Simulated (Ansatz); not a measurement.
# Worked example: B(CH3)(NH2)2 + Zr(NH2)4 → B(NH2)3 + Zr(CH3)(NH2)3

Gas-phase species: B(CH3)(NH2)2, singlet; Zr(NH2)4, singlet; B(NH2)3, singlet; Zr(CH3)(NH2)3, singlet. The partners trade CH3 for NH2: B–CH3 and Zr–NH2 bonds give way to B–NH2 and Zr–CH3.

Shapes, held fixed at every level: PBE0-D4/def2-TZVP. Flexible molecules stand in one conformer, not always the lowest. Programs: Ansatz 0.2.0. Electronic energies: no zero-point or thermal term.

At CCSD(T)/def2-TZVPP; 1 Eh = 2625.50 kJ/mol:

| species | energy (Eh) |
| --- | --- |
| B(CH3)(NH2)2 | -176.475301 |
| Zr(NH2)4 | -270.552343 |
| B(NH2)3 | -192.538875 |
| Zr(CH3)(NH2)3 | -254.473484 |

Question: Work out ΔE of the reaction at this level.

Answer: 
1. Products less reactants: (-192.538875) + (-254.473484) − [(-176.475301) + (-270.552343)] = 0.015285 Eh = +40.1 kJ/mol.

Other levels give +32.4 (HF/def2-TZVPP) to +47.6 kJ/mol (CCSD(T)/def2-SVP). No measured value is set beside it here. For atoms past krypton def2 sets carry core potentials with scalar relativity. Outer-core shells of Zr are correlated, in sets that cover them unevenly.
